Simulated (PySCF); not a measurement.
# How methods differ on the fine-structure interval of Ge⁵⁺

Ge⁵⁺ [Ar] 3d9 [3d3/2^4 3d5/2^5, M_J = 5/2] → Ge⁵⁺ [Ar] 3d9 [3d3/2^3 3d5/2^6, M_J = 3/2], as a difference of total energies. Computed with PySCF 2.14 in an even-tempered Gaussian basis (18 s from 0.2 bohr⁻², ratio 2.8; 13 p from 0.26 bohr⁻², ratio 2.8; 9 d from 0.26 bohr⁻², ratio 2.8; 4 f from 2.5 bohr⁻², ratio 3), with the two-component X2C-1e Hamiltonian. Correlated levels: [Ne] frozen; the 76 highest virtual spinors dropped. "Screened" scales the spin-orbit matrix elements by Boettger's factors to mimic the two-electron term; Breit and QED terms are absent.

| method | fine-structure interval (cm⁻¹) |
| --- | --- |
| GHF (screened spin-orbit) | 4885.8 |
| GMP2 (screened spin-orbit) | 4968.5 |
| GHF (bare spin-orbit) | 7123.9 |
